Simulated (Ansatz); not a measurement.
Start from `C=[CH][In]([Cl])[Cl]` and change one atom or group to get `[Cl][In]([Cl])[GeH3]`.

Ansatz, PBE0-D4/def2-TZVP geometries, multiplicity 1. Each molecule was computed in one conformer, which needn't be the lowest.

Elements past krypton have def2 core potentials. Scalar relativity is left out up to krypton.

```tsv
property	`C=[CH][In]([Cl])[Cl]`
size of the dipole moment (ωB97M-V/def2-TZVPP) / D	3.64
size of the dipole moment (B3LYP/def2-TZVPP) / D	3.72
size of the dipole moment (PBE/def2-TZVPP) / D	3.66
HOMO–LUMO gap (ωB97M-V/def2-TZVPP) / eV	10.48
HOMO energy (B3LYP/def2-TZVPP) / eV	-8.29
HOMO–LUMO gap (B3LYP/def2-TZVPP) / eV	6.10
```

Problem. Give the same properties after the change, and the shifts. (Best estimate.)

Solution. Computed: 
```tsv
property	`[Cl][In]([Cl])[GeH3]`	shift
size of the dipole moment (ωB97M-V/def2-TZVPP) / D	3.81	0.17
size of the dipole moment (B3LYP/def2-TZVPP) / D	3.82	0.10
size of the dipole moment (PBE/def2-TZVPP) / D	3.70	0.04
HOMO–LUMO gap (ωB97M-V/def2-TZVPP) / eV	9.81	-0.67
HOMO energy (B3LYP/def2-TZVPP) / eV	-8.02	0.27
HOMO–LUMO gap (B3LYP/def2-TZVPP) / eV	5.72	-0.38
```

With PBE0 the HOMO rises by 0.27 eV and the LUMO falls by 0.13 eV, so the gap narrows by about 0.40 eV. PBE moves the HOMO by 0.14 eV and ωB97M-V by 0.42 eV. Dipoles are sizes alone; their direction can turn.

B3LYP here is the variant with VWN-RPA as its local correlation; programs differ in this.
